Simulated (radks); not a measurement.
Results of a calculation; reference values are marked as such.
All-electron atom: the tin ion Sn2+ in [Kr] 4d10 5s1 6d1 (not the ground configuration).

Code: a radial shooting solver on a logarithmic mesh with Libxc functionals. Model: scalar-relativistic Kohn-Sham, r2SCAN, spin-polarised, spherical densities, finite nucleus; open shells are filled with parallel spins first (spin-orbit coupling, left out, can overturn this in heavy ions); meta-GGA in the generalised Kohn-Sham scheme; Fermi nuclear charge, rms radius 4.6519 fm.

Energy parts (Ry):
total: -12352.54745
kinetic: 12897.14665
electron-nucleus: -29782.88954
Hartree: 4862.55536
exchange-correlation: -329.35992

Orbitals (lengths in bohr, moments of r in powers of bohr; <r^-3> diverges for s and p1/2; r(max) is where P^2 peaks):
orbital  occ.  eigenvalue (Ry)      <r>   r(max)     <r^2>  <r^-3>
1s up       1        -2138.266  0.02906  0.01878  0.001143       -
1s down     1        -2138.262  0.02906  0.01878  0.001143       -
2s up       1        -325.5141   0.1255   0.1060   0.01856       -
2s down     1        -325.5134   0.1255   0.1060   0.01856       -
2p up       3        -292.1855   0.1096  0.08496   0.01467    4697
2p down     3        -292.1842   0.1096  0.08496   0.01467    4697
3s up       1        -64.77083   0.3386   0.3071    0.1311       -
3s down     1        -64.76746   0.3386   0.3071    0.1311       -
3p up       3        -53.79978   0.3372   0.3006    0.1319   873.1
3p down     3        -53.79617   0.3372   0.3007    0.1319   873.1
3d up       5        -36.94347   0.3146   0.2515    0.1175   119.5
3d down     5        -36.94016   0.3146   0.2515    0.1174   119.5
4s up       1        -11.95284   0.8206   0.7467    0.7613       -
4s down     1        -11.94332   0.8204   0.7470    0.7608       -
4p up       3         -8.62602   0.8869   0.7891    0.8980   154.4
4p down     3         -8.61572   0.8857   0.7894    0.8949   154.5
4d up       5         -3.78882    1.085   0.8855     1.389   14.69
4d down     5         -3.76175    1.073   0.8844     1.355   14.90
5s up       1         -2.38335    2.134    1.912     5.104       -
5s down     0         -2.20896    2.124    1.891     5.073       -
6d up       1         -0.45463    7.561    7.606     64.13  0.4152

The highest occupied level is 6d up at -6.186 eV. The configuration is held as typed, so some empty levels lie below it. Spin moment in Bohr magnetons: 2.
